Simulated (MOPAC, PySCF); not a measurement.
C$_{2}$H$_{4}$Ge, SMILES `[CH]([GeH])=C` (lower singlet; C–C–Ge–H torsion 179°), neutral singlet in the gas phase. This singlet lies 1.25 eV below the relaxed triplet at the level B3LYP/cc-pVTZ // PBE0-D3(BJ)/def2-TZVP (Ansatz).

Z-matrix (Å, degrees):
```
C
C 1 1.3368
H 1 1.0879 2 118.48
H 2 1.0883 1 122.99 3 0.03
H 2 1.0886 4 115.89 1 -179.99
Ge 1 1.9651 3 124.04 2 179.80
H 6 1.5985 1 95.11 3 -0.49
```
Charge 0, multiplicity 1.

All levels are single points at this geometry (PBE0-D3(BJ)/def2-TZVP); Pople sets use spherical d functions. Orbital energies aren't observables, and empty levels follow the basis.

AM1 in MOPAC gives HOMO (eV) = -7.97.

Task: Estimate the HOMO (eV) from each of these levels: PBE0-D3(BJ)/def2-TZVP in PySCF; B3LYP/6-31G* in PySCF; B3LYP/LANL2DZ in PySCF; BP86/6-31G* in PySCF; M06-2X/6-31G* in PySCF; PBE/6-31G* in PySCF; SVWN5/6-31G* in PySCF; HF/3-21G in PySCF; HF/6-31G* in PySCF; HF/STO-3G in PySCF; PM3 in MOPAC; PM6 in MOPAC.

Result: 
```csv
level,HOMO (eV)
PBE0-D3(BJ)/def2-TZVP in PySCF,-6.47
B3LYP/6-31G* in PySCF,-6.19
B3LYP/LANL2DZ in PySCF,-6.08
BP86/6-31G* in PySCF,-5.44
M06-2X/6-31G* in PySCF,-7.40
PBE/6-31G* in PySCF,-5.32
SVWN5/6-31G* in PySCF,-5.41
HF/3-21G in PySCF,-8.54
HF/6-31G* in PySCF,-8.71
HF/STO-3G in PySCF,-6.14
PM3 in MOPAC,-9.26
PM6 in MOPAC,-8.12
```
